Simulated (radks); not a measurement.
Results of a calculation; reference values are marked as such.
Valence configurations of the samarium ion Sm3+ (all share [Xe]). Level of theory: Dirac Kohn-Sham, PBE, spin-unpolarised, spherical densities, finite nucleus; open shells fill j = l - 1/2 first; Fermi nuclear charge, rms radius 5.0819 fm (a radial shooting solver on a logarithmic mesh with Libxc functionals). Energies are relative to 4f5; eigenvalues in eV.

| valence | E (eV) | e(4f5/2) | e(5d3/2) | e(6p1/2) | e(6s1/2) |
|---|---|---|---|---|---|
| 4f5 | 0.000 | -32.566 | - | - | - |
| 4f4 6s1 | 14.373 | -42.708 | - | - | -24.270 |
| 4f4 5d1 | 10.393 | -39.483 | -26.477 | - | - |
| 4f4 6p1 | 19.221 | -43.605 | - | -19.922 | - |
| 4f4.5 6s0.5 | 6.196 | -37.481 | - | - | -23.167 |
| 4f3 6s2 | 37.255 | -53.970 | - | - | -26.459 |
| 4f3 5d2 | 26.252 | -47.102 | -28.279 | - | - |

NIST lists [Xe] 4f5 as the ground configuration; this level of theory agrees among the configurations tried. The energies are those of spherical spin-averaged densities, not of single terms.
